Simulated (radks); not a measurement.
Fractional charge and spin in the 5s shell of strontium: the spin-up occupation runs from 0 to 1 and the spin-down occupation from 0 to 1; the fullest corner is Sr, [Kr] 5s(up 1, down 1). Method: scalar-relativistic Kohn-Sham, PBEsol, spin-polarised, spherical densities, point nucleus; computed with a radial shooting solver on a logarithmic mesh with Libxc functionals. Energy (eV) above the fullest corner. The planes named below are the two flat planes that join the four corners, with an edge along up + down = one added electron.

down \ up       0    0.25     0.5   0.75      1
0          16.791  13.558  10.629  7.997  5.666
0.25       13.558  10.697   8.122  5.837  3.846
0.5        10.629   8.122   5.896  3.953  2.297
0.75        7.997   5.837   3.953  2.346  1.016
1           5.666   3.846   2.297  1.016  0.000

Corners above the fullest one (they belong to Sr+ and the next ion): (up 1, down 0) 5.666 eV, (up 0, down 1) 5.666 eV, (up 0, down 0) 16.791 eV. With half an added electron in each spin the energy lies 0.230 eV from the planes (fractional-spin error, the static-correlation error of a stretched bond), and with half an added electron in spin up alone -0.600 eV (fractional-charge error). For a frontier s shell over closed shells the exact functional lies on the planes.
